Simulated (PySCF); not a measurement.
Cobalt: a sound run and one with changed settings

Sound run: Co⁺ [Ar] 3d8, Co²⁺ [Ar] 3d7. Calculation: PySCF 2.14, in aug-cc-pVDZ; the non-relativistic Hamiltonian (point nucleus). In the sound run the correlated levels freeze [Ar]. The sound run starts from symmetry-adapted Hartree-Fock orbitals and uses a fine grid where one is needed.

Changed run: scalar relativity by spin-free X2C-1e. This setting is unsound on purpose.

```tsv
species	method	sound run (hartree)	changed run (hartree)	converged
Co⁺	UHF	-1381.13503	-1389.69322	yes
Co⁺	M06-2X	-1382.41760	-1390.97368	yes
Co⁺	BP86	-1382.66293	-1391.21897	yes
Co⁺	MP2	-1381.37859	-1389.93867	yes
Co²⁺	UHF	-1380.60594	-1389.17043	yes
Co²⁺	M06-2X	-1381.79871	-1390.36027	yes
Co²⁺	BP86	-1382.00432	-1390.56552	yes
Co²⁺	MP2	-1380.75723	-1389.32256	yes
```

Ionisation energy of Co⁺:

```
 method  sound run (eV)  changed run (eV)
    UHF          14.397            14.226
 M06-2X          16.841            16.692
   BP86          17.922            17.781
    MP2          16.908            16.765
SCS-MP2          16.771            16.626
```

Most of the change in total energy is the relativistic energy itself. On top of that the contraction fixes the core shape for the Hamiltonian it was made with, so the changed run is not a good calculation with the other Hamiltonian either.

For comparison, NIST gives 17.084 eV between the lowest levels.
